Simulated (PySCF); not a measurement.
## Electron affinity of Se by level of theory

Se⁻ [Ar] 3d10 4s2 4p5 (2P) → Se [Ar] 3d10 4s2 4p4 (3P), as a difference of total energies. Computed with PySCF 2.14 in def2-TZVPPD (7s6p5d1f, 57 functions), with no relativity, point nucleus. Correlated levels: valence: [Ar] 3d10 frozen. The calculations carry no spin-orbit coupling.

```json
{"method": "UHF", "electron affinity (eV)": "0.982", "plus first-order spin-orbit estimate": "0.969", "difference from reference of that sum (eV)": "-1.052"}
{"method": "MP2 (valence)", "electron affinity (eV)": "1.844", "plus first-order spin-orbit estimate": "1.830", "difference from reference of that sum (eV)": "-0.191"}
{"method": "SCS-MP2 (valence)", "electron affinity (eV)": "1.838", "plus first-order spin-orbit estimate": "1.825", "difference from reference of that sum (eV)": "-0.196"}
{"method": "CCSD (valence)", "electron affinity (eV)": "1.823", "plus first-order spin-orbit estimate": "1.810", "difference from reference of that sum (eV)": "-0.211"}
{"method": "CCSD(T) (valence)", "electron affinity (eV)": "1.883", "plus first-order spin-orbit estimate": "1.870", "difference from reference of that sum (eV)": "-0.151"}
```

Reference: 2.021 eV (measured; photodetachment measurements, as compiled on the Wikipedia data page of electron affinities).

A first-order spin-orbit estimate (lowest level to lowest level, LS coupling) adds -0.013 eV.

These non-relativistic numbers lack the scalar-relativistic shift.

Errors of the correlated levels include the incompleteness of this basis and the frozen core.
